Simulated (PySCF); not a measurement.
C₃H₇NSi, SMILES C=C=CN[SiH3].

Geometry: ωB97X-D3(BJ)/def2-SVP. This is a generated structure with no PubChem entry under its InChIKey; it may be hypothetical. One conformer was computed; it need not be the lowest.

Two levels are set side by side: PBE/def2-TZVP (PySCF) and HF/def2-TZVP (PySCF). Same geometry, gas phase. Differences are taken from unrounded values.

```tsv
quantity	PBE
orbital gap (eV)	3.62
highest occupied level (eV)	-4.87
lowest empty level (eV)	-1.24
dipole moment (D)	1.24
mean polarisability (bohr³)	75.1
```

Q: These are the PBE values. What does HF give? (The exact figures need the calculation; the answer reports its results.)

A: 
| quantity | HF | PBE minus HF |
|---|---|---|
| orbital gap (eV) | 11.54 | -7.92 |
| highest occupied level (eV) | -8.56 | 3.70 |
| lowest empty level (eV) | 2.98 | -4.22 |
| dipole moment (D) | 1.23 | 0.01 |
| mean polarisability (bohr³) | 69.1 | 5.9 |

Without exact exchange PBE keeps part of each electron's self-repulsion, which lifts occupied levels and narrows the gap. Loosely held outer electrons make PBE densities more polarisable. Differences between two approximate levels are no errors against the true value.

Rough cost on one machine, each run with all the roots and properties that it gave: HF against PBE about 1/3.
